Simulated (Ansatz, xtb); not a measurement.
# Ranking isomers of C4H7BBrN

3 gas-phase structures of C4H7BBrN, from a drawn sample of its isomers (lower ones may exist). Each was relaxed with GFN2-xTB; where two conformers were screened, the lower at r2SCAN-D4/def2-SVP is listed:

A. `BrBN1C=CCC1`, a singlet
B. `C#CCB(Br)NC`, a singlet
C. `C#CCN(C)BBr`, a singlet

Q: Which do you expect lowest at r2SCAN-D4/def2-SVP, and how would the others follow?

A: Calculated order at r2SCAN-D4/def2-SVP: A (0.0), B (107.8), C (178.5) kJ/mol.

Energies above the lowest of each column, in kJ/mol; the last columns are at B3LYP-D3(BJ)/def2-SVP geometries:

| structure | GFN2-xTB | HF/STO-3G | r2SCAN-D4/def2-SVP | B3LYP-D3(BJ)/def2-SVP | CCSD(T)/def2-SVP + ΔMP2/def2-TZVPP |
| --- | --- | --- | --- | --- | --- |
| A | 0.0 | 0.0 | 0.0 | 0.0 | 0.0 |
| B | 201.3 | 173.8 | 107.8 | 98.3 | 86.2 |
| C | 170.0 | 215.9 | 178.5 | 162.1 | 147.7 |

Every level run on A puts it lowest or level with the lowest. Flexible structures stand in one conformer each, not always the lowest. ΔMP2 is the change of the MP2 energy from the smaller to the larger basis.

Programs: Ansatz 0.2.0, xtb 6.7.1.
